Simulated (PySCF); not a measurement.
CH₈O₃Si₂, SMILES [Si](C)(O)([SiH2]O)O.

Geometry: TPSSh-D3(BJ)/def2-SVP. The structure was generated by enumeration, and PubChem lists no compound with its InChIKey, so it may never have been made. One conformer was computed; it need not be the lowest.

These are PBE/def2-TZVP (PySCF) values and carry that method's errors.

Task: Estimate the frontier levels, gap, dipole moment and polarisability. (An estimate is asked for; the answer gives what the named calculation found.)

Result: 
```
Item                                                                                                              Value
---------------------------------------------------------------------------------------------  ------------------------
highest occupied level                                                                                         -6.46 eV
lowest empty level                                                                                             -1.29 eV
orbital gap                                                                                                     5.17 eV
dipole moment                                                                                                    0.76 D
quadrupole, principal values (traceless, Buckingham form, about the centre of nuclear charge)  -11.69, -3.55, 15.23 D·Å
mean static polarisability                                                                        78.0 bohr³ (11.56 Å³)
polarisability, principal values                                                                 70.0, 73.4, 90.7 bohr³
```
